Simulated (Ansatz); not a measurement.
Gas-phase electronic energies from Ansatz, PBE0-D4/def2-TZVP geometries. CCSD(T)/CBS adds triple-zeta CCSD(T) − MP2 to the extrapolated MP2 energy (def2 sets, frozen cores). Functionals use def2-TZVPP. One conformer a species, not always the lowest.

`CC(Cl)CF` + `CBN` → `CBNCF` + `CCCl`  (substitution at a C–C bond)

| level | ΔE (kJ/mol) | difference from CCSD(T)/CBS |
| --- | --- | --- |
| PBE-D4 | 11.5 | -5.8 |
| r2SCAN-D4 | 14.6 | -2.7 |
| PBE0-D4 | 12.2 | -5.1 |
| ωB97X-V | 13.4 | -3.9 |
| ωB97M-V | 15.6 | -1.7 |
| B2PLYP | 11.8 | -5.5 |
| r2SCAN | 14.2 | -3.1 |
| PBE0 | 10.5 | -6.8 |
| HF/def2-TZVPP | 7.0 | -10.3 |
| MP2/def2-TZVPP | 18.2 | 0.9 |
| CCSD/def2-TZVPP | 14.9 | -2.4 |
| HF/def2-QZVPP | 6.6 | -10.7 |
| SCS-MP2/def2-QZVPP | 16.2 | -1.1 |
| HF/CBS(def2) | 6.5 | -10.8 |
| MP2/CBS(def2) | 19.6 | 2.3 |
| CCSD/CBS(def2) | 16.3 | -1.0 |
| CCSD(T)/CBS | 17.3 | 0 |

Largest T1 diagnostic among the species: 0.012.

The D4 term adds +3.2 kJ/mol with B3LYP and +1.7 kJ/mol with PBE0; it sums over pairs of atoms, weighted by their polarisabilities, and B3LYP, whose exchange is more repulsive, gets the larger term. In def2-TZVPP, CCSD(T) changes the Hartree–Fock value by +8.9 kJ/mol (the triples alone add +1.0 kJ/mol) and MP2 by +11.2 kJ/mol.

B3LYP here is the variant with VWN-RPA as its local correlation; programs differ in this.
